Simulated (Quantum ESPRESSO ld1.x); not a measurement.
Valence configurations of the magnesium ion Mg+ (all share [Ne]). All-electron calculation, scalar-relativistic Kohn-Sham, PW91, spin-unpolarised, spherical densities, point nucleus. Program: ld1.x of Quantum ESPRESSO 7.5. Energies are relative to 3s1; eigenvalues in eV.

valence,E (eV),e(3p),e(3s)
3s1,0.000,-,-11.402
3s0.5 3p0.5,2.168,-7.461,-11.817
3p1,4.353,-7.820,-

NIST lists [Ne] 3s1 as the ground configuration; this level of theory agrees among the configurations tried. The energies are those of spherical spin-averaged densities, not of single terms.
